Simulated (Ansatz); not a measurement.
Harmonic frequencies (cm⁻¹) at PBE0-D4/def2-TZVP from Ansatz: 374.

(1) Which molecule is it?
A. `[S][Sn]`
B. `[CH2]` (triplet)
C. `[Li][Ag]`
D. `O=P`

Answers

(1) C.
